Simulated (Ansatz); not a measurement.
`[SiH3][NH][SbH2]` at its PBE0-D4/def2-TZVP geometry, where that method's forces vanish. Charge 0, multiplicity 1. Sb takes the def2 core potential.

```json
{"atom": "Si1", "x (Å)": "0.946", "y (Å)": "0.054", "z (Å)": "0.771"}
{"atom": "N2", "x (Å)": "-0.758", "y (Å)": "-0.006", "z (Å)": "0.545"}
{"atom": "Sb3", "x (Å)": "-1.723", "y (Å)": "-0.106", "z (Å)": "-1.236"}
{"atom": "H4", "x (Å)": "1.650", "y (Å)": "-1.196", "z (Å)": "0.360"}
{"atom": "H5", "x (Å)": "1.233", "y (Å)": "0.295", "z (Å)": "2.212"}
{"atom": "H6", "x (Å)": "1.499", "y (Å)": "1.161", "z (Å)": "-0.053"}
{"atom": "H7", "x (Å)": "-1.328", "y (Å)": "-0.321", "z (Å)": "1.314"}
{"atom": "H8", "x (Å)": "-0.593", "y (Å)": "-1.141", "z (Å)": "-2.016"}
{"atom": "H9", "x (Å)": "-0.927", "y (Å)": "1.260", "z (Å)": "-1.898"}
```

Task: For each bond, give half the difference of the two atoms' forces along it (eV/Å; positive pushes the atoms apart) under PBE-D4, r2SCAN-D4, B3LYP-D4, ωB97M-V in def2-TZVPP. (An estimate is asked.)

Result: Computed: 
```
  bond  length (Å)  PBE-D4  r2SCAN-D4  B3LYP-D4  ωB97M-V
Si1–N2       1.720    0.05      -0.02      0.05     0.14
Si1–H4       1.492    0.04      -0.02     -0.07    -0.12
Si1–H5       1.489    0.05      -0.03     -0.10    -0.13
Si1–H6       1.487    0.05      -0.02     -0.08    -0.11
N2–Sb3       2.028    0.27       0.15      0.28    -0.02
 N2–H7       1.008    0.18       0.00     -0.07    -0.03
Sb3–H8       1.720    0.23       0.04      0.08    -0.15
Sb3–H9       1.713    0.25       0.04      0.07    -0.15
```

B3LYP here is the variant with VWN-RPA as its local correlation; programs differ in this.
